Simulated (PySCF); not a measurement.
# Titanium: a sound run and one with changed settings

Sound run: Ti⁺ [Ar] 3d2 4s1, Ti²⁺ [Ar] 3d2. Computed with PySCF 2.14 in def2-SVP (5s3p2d1f, 31 functions), with the non-relativistic Hamiltonian (point nucleus). The sound run starts from symmetry-adapted Hartree-Fock orbitals and uses a fine grid where one is needed.

A second run was set up differently.

```json
{"species": "Ti⁺", "method": "UHF", "sound run (hartree)": "-848.08412", "changed run (hartree)": "-848.08412", "converged": "yes"}
{"species": "Ti⁺", "method": "LDA", "sound run (hartree)": "-846.90989", "changed run (hartree)": "-846.87826", "converged": "yes"}
{"species": "Ti⁺", "method": "M06-L", "sound run (hartree)": "-848.92772", "changed run (hartree)": "-848.64243", "converged": "yes"}
{"species": "Ti²⁺", "method": "UHF", "sound run (hartree)": "-847.61384", "changed run (hartree)": "-847.61384", "converged": "yes"}
{"species": "Ti²⁺", "method": "LDA", "sound run (hartree)": "-846.39836", "changed run (hartree)": "-846.36727", "converged": "yes"}
{"species": "Ti²⁺", "method": "M06-L", "sound run (hartree)": "-848.46105", "changed run (hartree)": "-848.18029", "converged": "yes"}
```

Ionisation energy of Ti⁺:

| method | sound run (eV) | changed run (eV) |
| --- | --- | --- |
| UHF | 12.797 | 12.797 |
| LDA | 13.919 | 13.905 |
| M06-L | 12.699 | 12.576 |

What was changed?
A. minimal basis
B. too few SCF iterations
C. radial grid too coarse
D. level shift left on

C. It used radial step 0.8 in ln r (0.13 in the sound run). A coarse radial grid mis-integrates the density and the exchange-correlation energy, with errors of either sign; Hartree-Fock needs no grid.
